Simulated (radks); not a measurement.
The numbers below are computed, except where a source is named.
Spin polarisation of the 3d2 shell in Ti+. Start: [Ar] 3d(up 1, down 1) 4s(up 0.5, down 0.5); electrons of 3d are moved from spin down to spin up, other shells keep equal spins. Level of theory: non-relativistic Kohn-Sham, r2SCAN, spin-polarised, spherical densities, point nucleus; meta-GGA in the generalised Kohn-Sham scheme (a radial shooting solver on a logarithmic mesh with Libxc functionals).

moment (Bohr magnetons)  E - E(0) (eV)  e(3d up) (eV)  e(3d down) (eV)  4s down minus up (eV)
0                                0.000        -11.282          -11.282                 0.000
0.5                             -0.071        -11.550          -10.982                  0.144
1                               -0.284        -11.789          -10.650                  0.298
1.5                             -0.641        -12.001          -10.286                  0.471
2                               -1.141        -12.185           -9.897                  0.673

At moment 2 the spin-polarisation energy is -1.141 eV and the 3d exchange splitting 2.288 eV, that is 1.144 eV per Bohr magneton; E = -I m^2/4 would give I = 1.141 eV.
